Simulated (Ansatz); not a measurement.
Breaking the Mg1–F3 bond in FHMg (SMILES [F][MgH]) (multiplicity 1 held, fragments rigid). Energies count from the point at 1.761 Å.
Geometry at that point (charge 0, multiplicity 1):
```xyz
3

Mg     0.00000     0.00000    -0.64398
H      0.00000     0.00000    -2.32552
F      0.00000     0.00000     1.11704
```

Signs of static correlation in def2-SVPD, from Ansatz (a quantum-chemistry and plane-wave program) runs.

```tsv
R (Å)	T1 of restricted CCSD	⟨S²⟩ of UHF	largest double amplitude of restricted CCSD
1.409	0.014	0.000	0.032
1.585	0.016	0.000	0.033
1.761	0.017	0.000	0.034
1.937	0.019	0.000	0.039
2.113	0.021	0.000	0.045
2.377	0.024	0.000	0.051
2.642	0.028	0.000	0.044
3.082	0.037	0.000	0.063
3.522	[?]	0.924	0.067
4.050	[?]	0.990	0.071
4.755	0.130	1.008	0.160
5.635	0.063	1.011	0.085
```

Problem. Complete the blanks.

Solution. 
- 3.522, T1 of restricted CCSD: 0.048
- 4.050, T1 of restricted CCSD: 0.068

Doubts at one or more of the structures used: a restricted determinant that unrestricted orbitals would lower (R-CCSD(T)/def2-SVPD); T1 above 0.05 (R-CCSD(T)/def2-SVPD, U-CCSD(T)/def2-SVPD); a spin-contaminated determinant (U-CCSD(T)/def2-SVPD); the program's own flag: large difference (U-CCSD(T)/def2-SVPD); the program's own flag: other amplitudes (U-CCSD(T)/def2-SVPD).
